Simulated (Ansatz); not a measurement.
Two isomers of CH5Cl2NSi: A = `NC[SiH](Cl)Cl`, B = `N[SiH2]C(Cl)Cl`.

Calculated with Ansatz (gas phase, PBE0-D4/def2-TZVP geometries, no zero-point term in ΔE). CBS: MP2 limit from def2 TZ/QZ plus the TZ coupled-cluster correction, frozen cores. DFT in def2-TZVPP. B3LYP here is the variant with VWN-RPA as its local correlation; programs differ in this. One conformer a species, not always the lowest.

Problem. Which is lower in electronic energy at CCSD(T)/CBS, and by how much? (An estimate is asked.)

Solution. Ansatz gave: A, by 47.6 kcal/mol.

Problem. Give E(B) − E(A) in kcal/mol with CCSD/def2-TZVPP, MP2/def2-TZVPP, PBE0-D4, r2SCAN-D4, B3LYP, HF/def2-TZVPP, B2PLYP. (Estimate.)

Solution. Ansatz gave: CCSD/def2-TZVPP 48.2, MP2/def2-TZVPP 48.4, PBE0-D4 49.2, r2SCAN-D4 49.1, B3LYP 47.4, HF/def2-TZVPP 50.1, B2PLYP 47.7. None reverses the order clearly.

Largest T1 diagnostic: 0.010.

From PBE to PBE0 (25 % exact exchange), in def2-TZVPP and without D4, E(B) − E(A) moves by +1.6 kcal/mol. In def2-TZVPP, CCSD(T) changes the Hartree–Fock value by −2.6 kcal/mol (the triples alone add −0.7 kcal/mol) and MP2 by −1.7 kcal/mol.
